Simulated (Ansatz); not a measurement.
```yaml
atoms:
  - { symbol: O, position_ang: [0.0000, 0.0000, -0.5466] }
  - { symbol: O, position_ang: [0.0000, 0.0000, 0.5466] }
```

Basis set: def2-TZVP (spherical functions). Correlated methods keep 2 orbitals frozen. Charge 0, multiplicity 3.

Computed with Ansatz (development build ahead of 0.2.0); each method stands on the lowest determinant of its kind that the runs found.

Give the atomization energy at this shape (free ground-state atoms in the same class of orbitals less the molecule, no zero-point energy) of triplet O₂ by UHF-MP2, UHF.

| method | atomization energy |
| --- | --- |
| UHF-MP2 | 4.70 eV |
| UHF | 1.26 eV |

Caution: the shape is not the minimum.
